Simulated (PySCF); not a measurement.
Correlation energy of Ti⁺ (titanium, charge +1)

[Ar] 3d2 4s1, high-spin 4F determinant. Computed with PySCF 2.14 in x2c-QZVPPall (11s7p5d3f2g, 96 functions), with the spin-free X2C one-electron Hamiltonian (Gaussian nucleus). Frozen: [Ne]; 11 electrons correlated.

| level | correlation energy (mhartree) |
| --- | --- |
| CCSD | -302.66 |
| (T) | -7.37 |
| CCSD(T) | -310.03 |

Diagnostics: T1 = 0.0099, D1 = 0.0388, largest double amplitude 0.016.

Is a single reference adequate?

Yes: T1 lies below 0.03 and no double amplitude reaches 0.07.

This basis was not built for core-valence correlation, so the inner-shell part is incomplete.
